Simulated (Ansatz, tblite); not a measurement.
Isomers of MgB6 (singlet), found by a short tight-binding search and relaxed with PBE0-D4/def2-SVP in Ansatz.

The xTB rows come from tblite. Correlated methods freeze 7 core orbitals; core or outer-core shells of Mg are correlated, in sets that lack core-valence functions.

Run but left out: HF/def2-TZVP (A: restricted singlet, unstable in another Hartree–Fock run and untested here); HF/def2-TZVPP (A: restricted singlet, unstable towards broken spin symmetry).

A: The restricted singlet is unstable towards broken spin symmetry in Hartree–Fock (as tested in another run); at PBE-D4/def2-TZVP, r2SCAN-D4/def2-TZVP, PBE0-D4/def2-TZVP, CAM-B3LYP-D4/def2-TZVP this wasn't settled. At CCSD(T)/def2-TZVPP T1 of the charge 0 singlet is large (up to 0.027), so the single-reference result is doubtful. At CCSD(T)/def2-TZVPP the restricted singlet (for correlated methods, its reference) is unstable: a solution with broken spin symmetry lies lower. B: The restricted singlet is unstable towards broken spin symmetry in Hartree–Fock (as tested in another run); at PBE-D4/def2-TZVP, r2SCAN-D4/def2-TZVP, PBE0-D4/def2-TZVP, CAM-B3LYP-D4/def2-TZVP this wasn't settled. At CCSD(T)/def2-TZVPP T1 of the charge 0 singlet is large (up to 0.029), so the single-reference result is doubtful. At CCSD(T)/def2-TZVPP the restricted singlet (for correlated methods, its reference) is unstable: a solution with broken spin symmetry lies lower. C: The restricted singlet is unstable towards broken spin symmetry in Hartree–Fock (as tested in another run); at PBE-D4/def2-TZVP, r2SCAN-D4/def2-TZVP, PBE0-D4/def2-TZVP, CAM-B3LYP-D4/def2-TZVP this wasn't settled. At CCSD(T)/def2-TZVPP T1 of the charge 0 singlet is large (up to 0.101), so the single-reference result is doubtful. At CCSD(T)/def2-TZVPP the restricted singlet (for correlated methods, its reference) is unstable: a solution with broken spin symmetry lies lower.

Other spin states weren't relaxed.

A:

```csv
atom,x (Å),y (Å),z (Å)
Mg1,0.7671,1.0269,1.4537
B2,-0.3064,0.3615,-1.0499
B3,1.2748,0.8143,-0.7416
B4,1.0401,-0.7713,-0.8471
B5,-0.2605,-1.1205,-0.0249
B6,-0.9744,-0.4091,1.3124
B7,-1.5407,0.0983,-0.1025
```

B:

```xyz
7

Mg   -2.2912   -0.6111   -1.9318
B     0.2520    1.4030    0.9110
B    -0.2138   -0.6720   -1.5333
B     0.2620   -1.1882   -0.1602
B     1.2067    0.8913    1.9839
B    -0.0253    0.5063   -0.3811
B     0.8095   -0.3293    1.1116
```

C:

```xyz
7

Mg    0.585    1.401   -0.733
B     0.451    1.346    1.495
B    -0.656   -1.598   -1.818
B    -0.369   -0.918   -0.433
B     0.417    0.193    2.466
B     0.000   -0.303    1.036
B    -0.428   -0.121   -2.013
```

Problem. Estimate their order by electronic energy at PBE0-D4/def2-TZVP, counted from the lowest.

Solution. B (0.00) < A (0.34) < C (1.91), in eV.

Problem. Do the other levels pick the same lowest one?

Solution. All that were run do. Energies above each level's lowest (eV):

```tsv
level	A	B	C
GFN1-xTB	0.31	0.00	1.13
GFN2-xTB	0.34	0.00	1.20
PBE-D4/def2-TZVP	0.50	0.00	1.67
r2SCAN-D4/def2-TZVP	0.37	0.00	1.63
PBE0-D4/def2-TZVP	0.34	0.00	1.91
CAM-B3LYP-D4/def2-TZVP	0.46	0.00	2.00
MP2/def2-TZVPP	0.31	0.00	2.18
CCSD/def2-TZVPP	0.31	0.00	1.74
CCSD(T)/def2-TZVPP	0.37	0.00	1.25
```
Point groups (tolerance 0.1 Å): A C2, B not assigned, C Cs. Lower isomers may exist.
